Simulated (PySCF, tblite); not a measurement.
Isomers of C5H11FO3Si, one GFN2-xTB conformer each. Single-point energies are computed at PBE0/pcSseg-1 (PySCF, gas phase, no added dispersion term), electronic only.

**Question.** Rank them by PBE0/pcSseg-1 energy, lowest first (kJ/mol).
A. `[CH3:1][C:2](=[O:3])[O:4][SiH2:5][O:6][C@@H:7]([CH3:8])[CH2:9][F:10]` with C1–C2–O4–Si5 176°, C2–O4–Si5–O6 171°, O4–Si5–O6–C7 73°, Si5–O6–C7–C8 -169°, O6–C7–C9–F10 73°
B. `[CH3:1][O:2][C@@H:3]([C:4]([CH3:5])=[O:6])[Si@@H:7]([F:8])[O:9][CH3:10]` with C1–O2–C3–C4 153°, O2–C3–C4–C5 15°, O2–C3–Si7–F8 -61°, C3–Si7–O9–C10 -166°

**Answer.** A (0.0), B (36.8).

As drawn, the lower has a C(=O)–O unit, which the higher lacks; the higher has an Si–F bond and an Si–C bond, which the lower lacks. GFN2-xTB itself gives, in the same order: 0.0, 99.5. Both levels put the same isomer lowest.

**Question.** Which frontier levels, dipoles and rotational constants go with these structures?

**Answer.** 
```csv
SMILES,"HOMO (eV, PBE0/pcSseg-1)",LUMO (eV),dipole (D),"A, B, C (MHz)"
CC(=O)O[SiH2]O[C@@H](C)CF,-7.99,0.27,3.82,"2012, 634.5, 556.9"
CO[C@@H](C(C)=O)[Si@@H](F)OC,-6.94,-0.45,3.65,"1570, 836.5, 666.1"
```

**Question.** What happens when harmonic zero-point energies from GFN2-xTB frequencies are added?

**Answer.** 
| SMILES | ZPE (kJ/mol) | electronic (kJ/mol) | with ZPE (kJ/mol) |
| --- | --- | --- | --- |
| CC(=O)O[SiH2]O[C@@H](C)CF | 410.9 | 0.0 | 0.0 |
| CO[C@@H](C(C)=O)[Si@@H](F)OC | 412.5 | 36.8 | 38.3 |

The zero-point energies span 1.6 kJ/mol. The order is unchanged.
